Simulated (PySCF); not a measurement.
## Polarisability and C₆ of I²⁺ (iodine, charge +2)

[Kr] 4d10 5s2 5p3, high-spin 4S determinant. Computed with PySCF 2.14 in aug-cc-pwCVTZ-DK3 with one added diffuse shell each of s, p, d, f type (11s10p8d5f1g, 125 functions), with scalar relativity by spin-free X2C-1e. Coupled (time-dependent) response in atomic units; α is the mean over directions.

| method | mean α (bohr³) | C₆ (like pair) | S(−4) |
| --- | --- | --- | --- |
| TPSSh | 13.78 | 97.27 | 36.60 |
| B97-3 | 13.63 | 95.38 | 35.71 |

S(−4) is the Cauchy moment in α(ω) = α(0) + S(−4) ω² + …

α(iu) at TPSSh:

```csv
u (hartree),α(iu) (bohr³)
0,13.78
0.0500,13.69
0.100,13.43
0.200,12.48
0.300,11.19
0.500,8.535
0.750,6.023
1.00,4.424
1.50,2.732
2.00,1.914
3.00,1.142
5.00,0.5603
```

For an ion, C₆ is the dispersion term alone; charge-induced terms of lower order in 1/R come first.
